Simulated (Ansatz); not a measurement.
`C[Se][BH][AlH2]` + H–F → `F[BH][AlH2]` + `C[SeH]`  (ligand exchange at a B–Se bond)

Isolated molecules relaxed with PBE0-D4/def2-TZVP in Ansatz; ΔE leaves out vibrations. CBS: MP2 limit from def2 TZ/QZ plus the TZ coupled-cluster correction, frozen cores. This one scheme is used for every species. Functionals use def2-TZVPP. For Se outer-core shells are correlated without core-valence functions, which leaves a few kJ/mol of doubt a bond. Scalar relativity is left out up to krypton. One conformer a species, not always the lowest.

`C[Se][BH][AlH2]`:

```xyz
10

C     0.946    1.233   -0.776
Se    0.675   -0.483   -1.671
B    -0.392   -1.454   -0.451
Al   -1.039   -0.684    1.401
H     1.569    1.853   -1.419
H    -0.014    1.726   -0.626
H     1.457    1.076    0.173
H    -0.638   -2.545   -0.881
H    -2.409    0.119    1.532
H    -0.155   -0.841    2.718
```

H–F:

Cartesian coordinates in Å:
```
F 0.410 -0.135 -0.160
H -0.410 0.135 0.160
```

`F[BH][AlH2]`:

Cartesian coordinates in Å:
```
F 1.894 -0.505 0.826
B 0.895 -0.679 -0.033
Al -0.837 0.611 0.008
H 1.059 -1.597 -0.804
H -0.895 1.933 -0.878
H -2.116 0.237 0.881
```

`C[SeH]`:

Z-matrix (Å, degrees):
```
C
Se 1 1.949
H 1 1.088 2 110.6
H 1 1.087 2 110.6 3 -123.3
H 1 1.089 2 106.0 3 118.4
H 2 1.468 1 95.4 3 61.7
```

| level | ΔE (kcal/mol) |
| --- | --- |
| ωB97M-V | -6.1 |
| SCS-MP2/def2-TZVPP | -4.8 |
| SCS-MP2/def2-QZVPP | -4.2 |
| MP2/CBS(def2) | -0.3 |

**Question.** What does CCSD(T)/CBS give? (Estimate.)

**Answer.** Ansatz gave: -2.3 kcal/mol. The listed levels differ from it by -3.8, -2.5, -1.9, 2.0 kcal/mol.

Largest T1 diagnostic among the species: 0.014.

In def2-TZVPP, CCSD(T) changes the Hartree–Fock value by +10.2 kcal/mol (the triples alone add +1.8 kcal/mol) and MP2 by +12.1 kcal/mol. The D4 term adds +2.9 kcal/mol with B3LYP and +1.6 kcal/mol with PBE0; it sums over pairs of atoms, weighted by their polarisabilities, and B3LYP, whose exchange is more repulsive, gets the larger term.

B3LYP here is the variant with VWN-RPA as its local correlation; programs differ in this.
